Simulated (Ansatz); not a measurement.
The cluster Al3Sb3. Charge 0, multiplicity 1. Geometry PBE0-D4/def2-SVP; atoms count from 1.

```xyz
6

Al   -0.4261   -0.5813    1.9246
Al   -0.4495    0.3680   -2.7838
Al    2.0115    0.5120    1.8664
Sb    0.9464   -1.0349   -0.6134
Sb   -0.1853    1.5165   -0.0934
Sb   -1.8970   -0.7802   -0.3003
```

In the def2 sets Sb takes a core potential; there is no spin–orbit coupling. The restricted singlet is unstable towards broken spin symmetry in Hartree–Fock (as tested in another run); at PBE0-D4/def2-TZVP this wasn't settled. Another isomer (singlet) lies 0.02 eV lower at PBE0-D4/def2-TZVP; other spin states weren't run for this one.

Estimate the Mulliken populations from the PBE0/def2-TZVP orbitals of Ansatz.


| atom | charge (e) |
| --- | --- |
| Al1 | 0.05 |
| Al2 | 0.11 |
| Al3 | 0.07 |
| Sb4 | -0.08 |
| Sb5 | -0.08 |
| Sb6 | -0.07 |
Mulliken values and Mayer orders depend strongly on the basis.

And the Mayer bond orders between bonded heavy atoms (over 0.3)?

Al1–Al3 0.65 (2.67 Å); Al1–Sb4 0.46 (2.92 Å); Al1–Sb5 0.46 (2.92 Å); Al1–Sb6 0.76 (2.67 Å); Al2–Sb4 0.48 (2.94 Å); Al2–Sb5 0.48 (2.94 Å); Al2–Sb6 0.33 (3.10 Å); Al3–Sb4 0.38 (3.11 Å); Al3–Sb5 0.38 (3.11 Å); Sb4–Sb5 0.90 (2.84 Å); Sb4–Sb6 0.90 (2.87 Å); Sb5–Sb6 0.90 (2.87 Å).
